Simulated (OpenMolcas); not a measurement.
# Ga: effect of the IPEA shift

| Item | Value |
| --- | --- |
| Program | OpenMolcas |
| Basis | ANO-R2 [6s5p4d3f1g] |
| Scalar Hamiltonian | X2C, finite nucleus |
| Active space | 3 electrons in 9 orbitals (RAS2 4s 4p; RAS3 4d, at most 2 electrons) |
| State averaging | 2S+1 = 4 odd, 1 root (0 in the spin-orbit step); 2S+1 = 2 odd, 3 roots; 2S+1 = 4 even, 3 roots; 2S+1 = 2 even, 5 roots |
| Spin-orbit coupling | RASSI with atomic mean-field integrals over the reference wave functions, term energies averaged over their components |

Methods on the same reference wave functions:
A. RASSCF
B. SS-RASPT2, IPEA 0 Eh, imaginary shift 0.1 Eh (closed shells correlated: 3d)
C. SS-RASPT2, IPEA 0.25 Eh, imaginary shift 0.1 Eh (closed shells correlated: 3d)

Energies in cm-1 above 4s2 4p 2P* 1/2, the measured ground level; measured values from NIST Handbook of Basic Atomic Spectroscopic Data.

```
         Level      A      B      C  Measured
4s2 4p 2P* 1/2    0.0    0.0    0.0       0.0
4s2 4p 2P* 3/2    794    794    794       826
 4s 4p2 4P 1/2  32583  37179  37256          
 4s 4p2 4P 3/2  32861  37457  37534          
 4s 4p2 4P 5/2  33320  37914  37992
```

Between B and C the level of the table that moves most is 4s 4p2 4P 5/2, by 78 cm-1 (lowest in B, highest in C).

The lowest spin-free term lies below A's lowest term by 0.497 hartree in B, 0.496 hartree in C.

Some high roots are left out of the spin-orbit mixing, which shifts the levels that they would mix with. Active for correlation alone: 4d; no level in the range computed is led by a configuration that fills it, so any true level of that kind is missing. Without dynamic correlation excited terms often stand tens of per cent too high (terms of higher spin than the ground term too low), and those without a measured partner can miss by more than the paired ones (holds for A). Only configurations of the active space appear. Levels that lie high or do not pair safely by name in every column are left out.

* marks odd parity.
